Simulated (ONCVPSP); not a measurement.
# Transferability test, ONCV potential for Zn

| Item | Value |
| --- | --- |
| Element | Zn |
| Generator | ONCVPSP 4.0.1 |
| Type | optimised norm-conserving Vanderbilt (ONCV) |
| Functional | PBEsol |
| Relativity | scalar-relativistic |
| Frozen core | [Ar] |
| Valence charge | 12 |
| Reference configuration | 3d10 4s2 |
| Partial waves | 4s: rc 1.85 bohr, ncon 4, nbas 7, qcut 2.9 1/bohr, 3 projectors, debl 1.8 Ha; p scattering state at 0.36 Ha: rc 1.55 bohr, ncon 3, nbas 6, qcut 5.4 1/bohr, 1 projector; 3d: rc 1.50 bohr, ncon 4, nbas 9, qcut 12.2 1/bohr, 2 projectors, debl 1.9 Ha |
| Local potential | polynomial inside 1.20 bohr (lpopt 5, dvloc0 6 Ha) |
| Core correction | Teter function, fcfact 2.25, rcfact 1.6 |

Energies are relative to the spin-unpolarised reference configuration 3d10 4s2; without spin polarisation the order of configurations can differ from experiment.

```json
{"valence configuration": "3d10 4s0", "charge": "+2", "ΔE all-electron (eV)": "28.249", "error AE − PS (meV)": "+7.1"}
{"valence configuration": "3d9 4s0", "charge": "+3", "ΔE all-electron (eV)": "68.758", "error AE − PS (meV)": "+69"}
{"valence configuration": "3d10 4s1.5", "charge": "+0.5", "ΔE all-electron (eV)": "3.950", "error AE − PS (meV)": "-0.9"}
```

Question: What are ΔE and the potential's error for 3d10 4s1?

Answer: ΔE = 9.900 eV all-electron; the error (AE − PS) is -2.7 meV.

Levels in the configuration 3d10 4s1:

| level | all-electron (eV) | pseudo (eV) |
| --- | --- | --- |
| 3d | -19.793 | -19.766 |
| 4s | -13.986 | -13.987 |

Note: ghosts flagged at negative energy: s at -23089.7 eV; GHOST(+) flagged for s at 168.5 eV, s at 519.7 eV. A true bound ghost makes a file unfit for plane-wave use.
